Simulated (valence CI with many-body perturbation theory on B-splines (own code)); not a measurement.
# Sensitivity of CI+MBPT for Ta⁵⁰⁺

Computed by relativistic CI+MBPT: five valence electrons over a frozen Dirac-Fock core [Ar], radial functions for each j: 6 s, 6 p, 5 d, 5 f, 1 g, with the one-electron correlation potential Σ1 (screened to all orders), the two-electron term Σ2, the three-electron term Σ3, Breit, model QED; selected single and double excitations, second order for the rest, scaled by the run's own slope (own B-spline code, finite nucleus).

The last digits are not significant, and no measured levels were compared; by estimate large intervals hold to a few tenths of a per cent, small ones and those within an open d or f shell to about a per cent. Among the levels kept, up to 410 cm⁻¹ of a level comes from second order outside the variational space, and about a tenth of that is noise between levels of different J, which matters for small intervals. Only levels of the ground parity were solved; by the run's estimate the other parity begins above the list, which can be wrong where configurations are misplaced.

The reference run has the lowest level (3d3/2^4 3d5/2) J=5/2 and an ionisation energy of 4537.79 eV. Its largest variational space holds 9998 state functions.

Levels are named by their leading jj configuration (3d3/2^4 stands for four electrons in 3d with j = 3/2), which in mixed levels can hold well under half, so a name can repeat and another be missing. Letters in brackets count levels of one name in rising energy.

Changed runs:
A. size limit of the variational space 10000 → 6000
B. screening of Σ1 on → off
C. box radius (bohr) 2.2472 → 2.15
D. start configuration 3d5 → 4d5 (bad on purpose)

Excitation energies of the reference run in cm⁻¹, and shifts in cm⁻¹:

```tsv
Level	Reference	A	B	C
(3d3/2^3 3d5/2^2) J=5/2 [a]	436494	+44	+224	0
(3d3/2^3 3d5/2^2) J=7/2 [a]	529712	+106	+222	0
(3d3/2^3 3d5/2^2) J=11/2	540285	-87	+222	0
(3d3/2^3 3d5/2^2) J=3/2 [a]	544158	-68	+225	0
(3d3/2^3 3d5/2^2) J=9/2	583861	+172	+227	0
(3d3/2^3 3d5/2^2) J=5/2 [b]	612906	+138	+231	0
(3d3/2^3 3d5/2^2) J=1/2	640473	-133	+241	0
(3d3/2^3 3d5/2^2) J=7/2 [b]	649094	+185	+228	0
(3d3/2^3 3d5/2^2) J=3/2 [b]	781704	-76	+249	0
(3d3/2^2 3d5/2^3) J=5/2 [a]	958423	+25	+442	0
(3d3/2^2 3d5/2^3) J=7/2 [a]	1026770	+90	+448	0
(3d3/2^2 3d5/2^3) J=11/2	1030440	-134	+448	0
Ionisation energy (eV)	4537.79	-0.016	-0.08	+5e-05
```

Run D: It gave no result: the start configuration must fill the lowest shells above the core. The program said: "4d is not the lowest shell of its kind above the core".
